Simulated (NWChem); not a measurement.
System: CH4FGaO; SMILES [CH3][Ga]([OH])[F]

The following NWChem deck was run.

```
start job
memory heap 200 mb stack 900 mb global 1100 mb
geometry units angstroms noautosym nocenter noautoz
  Ga     0.047364     0.022967    -0.074711
  F     -1.312758    -1.007266    -0.582836
  C     -0.086915     1.966169     0.009491
  H     -0.340033     2.363751    -0.992425
  H      0.872636     2.398499     0.348968
  H     -0.892785     2.251480     0.713156
  O      1.514272    -0.929397     0.338100
  H      1.355155    -1.885369     0.224043
end
basis spherical
  * library cc-pvtz
end
dft
  xc xcamb88 1.00 lyp 0.81 vwn_5 0.19 hfexch 1.00
  cam 0.33 cam_alpha 0.19 cam_beta 0.46
  iterations 150
  semidirect filesize 400000000
end
property
  efieldgrad
end
task dft property
```

NWChem printed, in part:

```
             Northwest Computational Chemistry Package (NWChem) 7.3.0
             --------------------------------------------------------

                             Geometry "geometry" -> ""
                             -------------------------

 Output coordinates in angstroms (scale by  1.889725989 to convert to a.u.)

  No.       Tag          Charge          X              Y              Z
 ---- ---------------- ---------- -------------- -------------- --------------
    1 Ga                  31.0000     0.04736400     0.02296700    -0.07471100
    2 F                    9.0000    -1.31275800    -1.00726600    -0.58283600
    3 C                    6.0000    -0.08691500     1.96616900     0.00949100
    4 H                    1.0000    -0.34003300     2.36375100    -0.99242500
    5 H                    1.0000     0.87263600     2.39849900     0.34896800
    6 H                    1.0000    -0.89278500     2.25148000     0.71315600
    7 O                    8.0000     1.51427200    -0.92939700     0.33810000
    8 H                    1.0000     1.35515500    -1.88536900     0.22404300

 Effective nuclear repulsion energy (a.u.)     285.7710395171

                              NWChem Property Module
                              ----------------------

  itol2e modified to match energy
  convergence criterion.

                                 NWChem DFT Module
                                 -----------------

 Summary of "ao basis" -> "ao basis" (spherical)
 ------------------------------------------------------------------------------
       Tag                 Description            Shells   Functions and Types
 ---------------- ------------------------------  ------  ---------------------
 Ga                         cc-pvtz                 15       43   6s5p3d1f
 F                          cc-pvtz                 10       30   4s3p2d1f
 C                          cc-pvtz                 10       30   4s3p2d1f
 H                          cc-pvtz                  6       14   3s2p1d
 O                          cc-pvtz                 10       30   4s3p2d1f

  itol2e modified to match energy
  convergence criterion.

            General Information
            -------------------
          SCF calculation type: DFT
          Wavefunction type:  closed shell.
          No. of atoms     :     8
          No. of electrons :    58
           Alpha electrons :    29
            Beta electrons :    29
          Charge           :     0
          Spin multiplicity:     1
          Use of symmetry is: off; symmetry adaption is: off
          Maximum number of iterations: 150
          AO basis - number of functions:   189
                     number of shells:    69
          Convergence on energy requested:  1.00D-07
          Convergence on density requested:  1.00D-05
          Convergence on gradient requested:  5.00D-04

              XC Information
              --------------
                     Hartree-Fock (Exact) Exchange  1.000
                   CAM-Becke88 Exchange Functional  1.000
                      VWN V Correlation Functional  0.190 local
              Lee-Yang-Parr Correlation Functional  0.810

           Range-Separation Parameters
           ---------------------------
           Alpha           :  0.19
           Beta            :  0.46
           Gamma           :  0.33
           Short-Range HF  :     F

[...]

          -----------------------
          Electric field gradient
          -----------------------

 1 a.u. = 0.324123 10**(16) esu/cm**3  ( or statvolts/cm**2 ) = 0.97174 10**(22) v/m**2

 ------------------------------------------------------------
   Atom      X         Y         Z
 ------------------------------------------------------------
    1 Ga   0.08950   0.04340  -0.14118
 ------------------------------------------------------------

 Electric field gradient in molecular frame (a.u.)
         XX             YY             ZZ             XY             XZ             YZ
 ------------------------------------------------------------------------------------------
        0.371324       1.932848      -2.304172      -0.487765       0.935996       0.140500

 Principal components (a.u.) and orientation
 of principal axis w.r.t. absolute frame                      Asymmetry parameter eta
 --------------------------------------------------------------------------------------
       -2.616624       2.076554       0.540070                       0.587201

       -0.307600      -0.290801       0.905990
       -0.062301       0.956266       0.285786
        0.949474      -0.031464       0.312265

 ------------------------------------------------------------
   Atom      X         Y         Z
 ------------------------------------------------------------
    2 F   -2.48075  -1.90346  -1.10140
 ------------------------------------------------------------

 Electric field gradient in molecular frame (a.u.)
         XX             YY             ZZ             XY             XZ             YZ
 ------------------------------------------------------------------------------------------
       -0.372969       0.106717       0.266253      -0.825108      -0.298489      -0.285244

 Principal components (a.u.) and orientation
 of principal axis w.r.t. absolute frame                      Asymmetry parameter eta
 --------------------------------------------------------------------------------------
       -1.114245       0.732620       0.381626                       0.315006

        0.762010      -0.569896      -0.307504
        0.581518       0.811147      -0.062266
        0.284916      -0.131371       0.949507

 ------------------------------------------------------------
   Atom      X         Y         Z
 ------------------------------------------------------------
    3 C   -0.16425   3.71552   0.01794
 ------------------------------------------------------------

 Electric field gradient in molecular frame (a.u.)
         XX             YY             ZZ             XY             XZ             YZ
 ------------------------------------------------------------------------------------------
        0.020345      -0.021583       0.001239      -0.000517       0.006845      -0.001531

 Principal components (a.u.) and orientation
 of principal axis w.r.t. absolute frame                      Asymmetry parameter eta
 --------------------------------------------------------------------------------------
        0.022565      -0.021685      -0.000879                       0.922071

        0.951474       0.001496      -0.307724
       -0.021785       0.997807      -0.062507
        0.306956       0.066177       0.949420

 ------------------------------------------------------------
   Atom      X         Y         Z
 ------------------------------------------------------------
    4 H   -0.64257   4.46684  -1.87541
 ------------------------------------------------------------

 Electric field gradient in molecular frame (a.u.)
         XX             YY             ZZ             XY             XZ             YZ
 ------------------------------------------------------------------------------------------
        0.109219       0.085776      -0.194996       0.031740      -0.081711       0.129344

 Principal components (a.u.) and orientation
 of principal axis w.r.t. absolute frame                      Asymmetry parameter eta
 --------------------------------------------------------------------------------------
       -0.265978       0.136282       0.129696                       0.024760

        0.227509      -0.021955       0.973529
       -0.354088       0.929444       0.103710
        0.907117       0.368309      -0.203682

 ------------------------------------------------------------
   Atom      X         Y         Z
 ------------------------------------------------------------
    5 H    1.64904   4.53251   0.65945
 ------------------------------------------------------------

 Electric field gradient in molecular frame (a.u.)
         XX             YY             ZZ             XY             XZ             YZ
 ------------------------------------------------------------------------------------------
       -0.168422       0.076527       0.091895      -0.135781      -0.105399      -0.047475

 Principal components (a.u.) and orientation
 of principal axis w.r.t. absolute frame                      Asymmetry parameter eta
 --------------------------------------------------------------------------------------
       -0.266127       0.136945       0.129182                       0.029170

        0.869354      -0.386731      -0.307675
        0.387064       0.919924      -0.062624
        0.307256      -0.064647       0.949429

 ------------------------------------------------------------
   Atom      X         Y         Z
 ------------------------------------------------------------
    6 H   -1.68712   4.25468   1.34767
 ------------------------------------------------------------

 Electric field gradient in molecular frame (a.u.)
         XX             YY             ZZ             XY             XZ             YZ
 ------------------------------------------------------------------------------------------
       -0.079863       0.110640      -0.030777       0.073746       0.183395      -0.064919

[...]
```

Level: CAM-B3LYP/cc-pVTZ. The geometry was optimised at PBE-D3(BJ)/def2-SVP. NWChem prints the field gradient with the sign opposite to the second derivative of the potential.
